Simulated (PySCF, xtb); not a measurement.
C2H9AlOSi, SMILES [CH3][Al]([CH3])[O][SiH3].

xtb with GFN2-xTB at its own geometry gives an orbital gap of 4.15 eV and a dipole moment of 1.24 D.

Coordinates come from a PBE0-D3(BJ)/def2-SVP optimisation. The isomer is the one that the SMILES or the coordinates give; other isomers of the formula were not compared. One conformer was computed; it need not be the lowest.

Problem. What does r2SCAN/def2-TZVP (PySCF) give? (The exact figures need the calculation; the answer reports its results.)

Solution. gap 6.02 eV (levels -6.63 and -0.61 eV), dipole 1.27 D.
